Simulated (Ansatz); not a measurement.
# Relaxing a trial structure of FGaHSiZn

The starting geometry of this gas-phase doublet was optimised with GFN2-xTB.

```xyz
5

F    -3.4788    0.1060    2.1305
Ga   -4.6379   -0.8696    0.8843
Si   -2.3921   -0.3415   -0.5407
Zn   -1.2058    0.6192    1.3350
H    -1.9962   -1.7711   -0.0694
```

Q: Where would you expect an optimisation with PBE0-D3(BJ)/def2-SVP to take it?

A: A new bond forms, giving a structure with F1 bridging Ga2 and Zn4, given below by its coordinates. Contacts that close: F1–Zn4 (2.46 → 2.01 Å).

The energy falls by 0.59 eV over 11 steps:

```
step  E − E(last) (eV)
   1             0.589
   2             0.259
   3             0.078
   4             0.014
   5             0.003
   7             0.000
   8             0.000
   9             0.000
  10             0.000
  11             0.000
```

Final geometry (Å):

```xyz
5

F    -3.4068    0.2069    2.3857
Ga   -4.3131   -0.7097    0.8949
Si   -2.3245   -0.4344   -0.7807
Zn   -1.7015    0.4725    1.3598
H    -1.9649   -1.7924   -0.1200
```

Frequencies at the end are all real (lowest 65 cm⁻¹). Open shells are spin-unrestricted. Run with Ansatz 0.2.0, 82 s on 2 threads of Arm Neoverse V2, with other jobs on the host.
